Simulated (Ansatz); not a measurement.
Species: CH7NSi3, SMILES `C([SiH2][SiH2][SiH3])#N` (charge 0, multiplicity 1), formula CH$_{7}$NSi$_{3}$.

### Question
How many basis functions does frozen-core CCSD(T)/cc-pVTZ // B3LYP-D3(BJ)/def2-TZVP (Ansatz, a quantum-chemistry and plane-wave program) use, how many core orbitals are frozen, and how many electrons are correlated?

### Answer
260 basis functions and 17 frozen orbitals, which leaves 28 correlated electrons. Core time is of the order of minutes.
